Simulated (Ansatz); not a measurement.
`N[SiH](F)[SiH2]F`, relaxed with RKS PBE0-D4/def2-TZVP in the Gaussian-basis code of Ansatz from a PBE-D4/def2-SVP geometry. The force threshold is 0.005 eV/Å; the program also tests the step.

Total charge 0; spin multiplicity 1.

Start:

```xyz
10

N     0.288   -0.953    1.357
Si   -0.884   -0.130    0.402
F    -1.613    1.160    1.134
Si    0.433    0.654   -1.383
F     1.944    0.793   -0.717
H     0.049   -1.545    2.156
H     1.232   -0.565    1.432
H    -2.001   -1.076    0.069
H     0.039    1.997   -1.934
H     0.513   -0.334   -2.517
```

```
step  energy (eV)  largest force (eV/Å)  largest move (Å)
   1  -22754.7642                 1.167             0.000
   2  -22754.8268                 0.878             0.108
   3  -22754.8540                 0.360             0.039
   4  -22754.8576                 0.061             0.019
   5  -22754.8583                 0.066             0.018
   6  -22754.8591                 0.041             0.030
   7  -22754.8592                 0.008             0.010
   8  -22754.8592                 0.007             0.007
   9  -22754.8592                 0.003             0.005
  10  -22754.8592                 0.004             0.006
```

End:

```xyz
10

N     0.260   -0.958    1.413
Si   -0.825   -0.114    0.418
F    -1.538    1.147    1.118
Si    0.446    0.670   -1.397
F     1.947    0.900   -0.853
H    -0.039   -1.601    2.127
H     1.201   -0.634    1.563
H    -1.932   -1.033    0.056
H    -0.034    1.959   -1.957
H     0.513   -0.337   -2.488
```

It took 38 s on 4 threads of an Arm Neoverse V1 on a shared host, with 0.48 GiB of host memory at the peak.
